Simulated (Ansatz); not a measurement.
Basis-set series for C₃H₉Cl₂InOSi, SMILES `C[Si](C)(C)[O][In]([Cl])[Cl]`. The species carries charge 0 and has multiplicity 1. In takes the def2 core potential. The geometry is a stationary point of PBE0-D4/def2-TZVP. It is one conformer, not always the lowest.

Z-matrix (Å, degrees):
```
Si
C 1 1.870
C 1 1.870 2 109.6
In 1 3.283 2 95.1 3 97.4
C 1 1.864 2 110.9 3 -122.7
O 1 1.657 2 109.5 3 120.1
H 2 1.093 1 111.1 3 -178.2
H 2 1.094 1 111.3 3 -57.6
H 2 1.094 1 111.1 3 62.0
H 3 1.094 1 111.0 2 -61.9
H 3 1.094 1 111.3 2 57.6
H 3 1.093 1 111.1 2 178.2
Cl 4 2.292 1 142.4 2 124.7
Cl 4 2.307 1 97.6 2 -55.2
H 5 1.093 1 110.9 2 -179.0
H 5 1.094 1 111.0 2 61.0
H 5 1.093 1 110.9 2 -59.1
```

```csv
functional,basis,functions,energy (Eh),HOMO (eV),LUMO (eV)
PBE0-D4,def2-SVP,181,-1594.02258,-8.10,-2.38
PBE0-D4,def2-QZVPP,790,-1594.73350,-8.19,-2.52
ωB97M-V,def2-SVP,181,-1594.44940,-10.34,-0.35
ωB97M-V,def2-QZVPP,790,-1595.16497,-10.46,-0.68
```

Give the rows for def2-TZVPP. (Best estimate.)

Computed: 
```csv
functional,basis,functions,energy (Eh),HOMO (eV),LUMO (eV)
PBE0-D4,def2-TZVPP,426,-1594.68323,-8.18,-2.49
ωB97M-V,def2-TZVPP,426,-1595.11740,-10.45,-0.56
```
